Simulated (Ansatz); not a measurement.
Ansatz (a program for electronic structure) input (CCSD(T)/aug-cc-pV(D+d)Z):
A basis named .json is the Basis Set Exchange file of that set.

Ansatz 0.2 input:
```yaml
crystal:
  periodic: [false, false, false]
  atoms:
    - {symbol: C, position_ang: [-1.39407427, 0.31125933, 0.08560637]}
    - {symbol: S, position_ang: [0.21812812, -0.47731152, -0.16050843]}
    - {symbol: O, position_ang: [1.25021987, 0.54878991, 0.20740210]}
    - {symbol: H, position_ang: [-1.49404191, 0.60737804, 1.12971549]}
    - {symbol: H, position_ang: [-2.16499402, -0.41525214, -0.17549729]}
    - {symbol: H, position_ang: [-1.46832735, 1.18698323, -0.55893828]}
basis:
  gaussian:
    orbitals: aug-cc-pV_D+d_Z.json
magnetization: {spin_polarized: true, initial_magnetization: 1}
correlation: {method: ccsd_t, electrons: outside_noble_gas}
output: {forces: true}
```

End of the output:

```
integrals: 0.24 GiB planned
1019 factors; integrals over basis functions are off by at most 9.3e-4 eV
mean field: 0.32 GiB planned
mean field evaluation 1: about -13928.3753 eV, gradient 2.7e1 eV
mean field evaluation 2: about -13928.3757 eV, gradient 2.7e1 eV
mean field evaluation 4: about -13931.6974 eV, gradient 3.5e0 eV
mean field evaluation 8: about -13931.8654 eV, gradient 4.4e-1 eV
mean field evaluation 16: about -13930.1298 eV, gradient 2.1e1 eV
mean field evaluation 32: about -13930.1520 eV, gradient 2.0e-1 eV
mean field evaluation 64: about -13930.1537 eV, gradient 2.3e-2 eV
mean field -13931.88096672 eV, -511.9871821589 hartree, gradient 3.7e-6 eV, S^2 0.784497; 1 other end points of the search recorded, 0 dependent functions left out
determinant -13931.88096672 eV, -511.9871821589 hartree, with singles and doubles -13945.76887414 eV, -512.4975533429 hartree
determinant -13930.15429632 eV, -511.9237281921 hartree, with singles and doubles -13943.53067578 eV, -512.4153010705 hartree
7 core orbitals not correlated
reference -13931.88096672 eV, -511.9871821589 hartree; 10, 9 occupied and 88, 89 virtual orbitals, 1019 factors
densities: 1.42 GiB planned
second order -12.94349996 eV of doubles, -0.00000000 eV of singles
coupled cluster: 0.91 GiB planned
cycle   1  -13.86030474 eV  change   -4.2e-1 eV  update   2.7e-2
cycle   2  -13.88887026 eV  change   -2.9e-2 eV  update   7.1e-3
cycle   3  -13.89186013 eV  change   -3.0e-3 eV  update   4.1e-3
cycle   4  -13.89362552 eV  change   -1.8e-3 eV  update   1.4e-3
cycle   5  -13.89419212 eV  change   -5.7e-4 eV  update   7.2e-4
cycle   6  -13.89469740 eV  change   -5.1e-4 eV  update   3.3e-4
cycle   7  -13.89494214 eV  change   -2.4e-4 eV  update   1.5e-4
cycle   8  -13.89504686 eV  change   -1.0e-4 eV  update   6.6e-5
cycle   9  -13.89507330 eV  change   -2.6e-5 eV  update   2.6e-5
cycle  10  -13.89507437 eV  change   -1.1e-6 eV  update   9.2e-6
cycle  11  -13.89507523 eV  change   -8.6e-7 eV  update   3.8e-6
cycle  12  -13.89507626 eV  change   -1.0e-6 eV  update   1.5e-6
cycle  13  -13.89507647 eV  change   -2.0e-7 eV  update   5.7e-7
perturbative correction -0.51235086 eV, -0.0188285469 hartree
the calculation of the forces begins
Total energy: -13946.28839405 eV, -512.5166453476 hartree
Atom 0 at    -1.394074     0.311259     0.085606 Å, force     0.206068    -0.061407    -0.017939 eV/Å
Atom 1 at     0.218128    -0.477312    -0.160508 Å, force    -0.781405    -1.089675    -0.385914 eV/Å
Atom 2 at     1.250220     0.548790     0.207402 Å, force     0.968307     0.984359     0.352612 eV/Å
Atom 3 at    -1.494042     0.607378     1.129715 Å, force    -0.032690     0.120605     0.466084 eV/Å
Atom 4 at    -2.164994    -0.415252    -0.175497 Å, force    -0.339173    -0.335549    -0.120337 eV/Å
Atom 5 at    -1.468327     1.186983    -0.558938 Å, force    -0.021108     0.381666    -0.294506 eV/Å
Dipole moment:    -0.606257    -0.146179    -0.059406 e Å
```

It need not be the lowest isomer of its formula.
